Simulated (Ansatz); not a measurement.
`[NH2][Al]([F])[Br]` + H₂O → `[NH2][Al]([OH])[Br]` + H–F at 400 K and 1 bar (formal hydrolysis of the Al–F bond).

Calculated with Ansatz (gas phase, PBE0-D4/def2-TZVP geometries, no zero-point term in ΔE). CBS: MP2 limit from def2 TZ/QZ plus the TZ coupled-cluster correction, frozen cores. This one scheme is used for every species. For Br outer-core shells are correlated without core-valence functions, which leaves a few kJ/mol of doubt a bond. Scalar relativity is left out up to krypton. One conformer a species, not always the lowest.

```json
{"species": "`[NH2][Al]([F])[Br]`", "CCSD(T)/CBS energy (Eh)": "-2971.22802", "H − E (kJ/mol)": "104.6", "S (J/(mol·K))": "354.5"}
{"species": "H₂O", "CCSD(T)/CBS energy (Eh)": "-76.37941", "H − E (kJ/mol)": "69.8", "S (J/(mol·K))": "198.6"}
{"species": "`[NH2][Al]([OH])[Br]`", "CCSD(T)/CBS energy (Eh)": "-2947.19216", "H − E (kJ/mol)": "136.3", "S (J/(mol·K))": "367.8"}
{"species": "H–F", "CCSD(T)/CBS energy (Eh)": "-100.39570", "H − E (kJ/mol)": "36.5", "S (J/(mol·K))": "182.2"}
```

H − E and S are ideal-gas, rigid-rotor, harmonic terms from PBE0-D4/def2-TZVP, for one conformer and one mirror image of each species. 1 Eh = 2625.50 kJ/mol, R = 8.31446 J/(mol·K).

Task: By hand: ΔE, ΔH, ΔS and ΔG.

Result: ΔE = (-2947.19216) + (-100.39570) − (-2971.22802) − (-76.37941) = 0.01957 Eh = 51.4 kJ/mol. Δ(H − E) = 136.3 + 36.5 − 104.6 − 69.8 = -1.6, so ΔH = 49.8 kJ/mol. ΔS = 367.8 + 182.2 − 354.5 − 198.6 = -3.1 J/(mol·K). ΔG = 49.8 − 400 × (-3.1)/1000 = 51.0 kJ/mol.

Task: By hand: the equilibrium constant, and the temperature at which ΔG would vanish if ΔH and ΔS stayed fixed.

Result: log₁₀ K = −ΔG/(RT ln 10) = -6.7. ΔH and −TΔS have one sign here, so there is no such temperature.

The number of gas molecules stays the same, so ΔS is small and ΔH decides. A doubt of 5 kJ/mol in ΔE shifts log₁₀ K by 0.7 here. Other conformers and mirror images would add mixing entropy, several J/(mol·K) or more a flexible species. These are equilibria of isolated gas molecules and say nothing of rates. Largest T1 diagnostic: 0.009 (customary marks: 0.02 for closed shells, 0.045 for open ones).

ΔS is within the doubt of such terms, so its sign, and with it that verdict, could turn.
